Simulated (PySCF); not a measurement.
OSr, SMILES [Sr]=[O].

The structure is a stationary point at B3LYP-D3(BJ)/def2-TZVPD. The def2 effective core potentials stand for the cores of Sr; spin–orbit coupling is left out.

The numbers are results of IEF-PCM-PBE0/def2-TZVPD run with PySCF, not measurements.

The values are the electrostatic part of the solvation free energy, E(continuum) − E(gas) at the gas-phase geometry, in a cavity of scaled van der Waals radii (PySCF's table); cavitation and dispersion terms are not included. A continuum can't describe solvent molecules that bind to the metal. In vacuum the orbital gap is 2.82 eV. The dipole moment in vacuum is 9.10 D.

Computed values in water (ε = 78.36), tetrahydrofuran (ε = 7.43), n-hexane (ε = 1.88):
```csv
solvent,ε,ΔG(elec) (kcal/mol),dipole (D),gap (eV)
water,78.36,-34.4,13.13,4.65
tetrahydrofuran,7.43,-27.2,12.44,4.25
n-hexane,1.88,-11.0,10.64,3.36
```
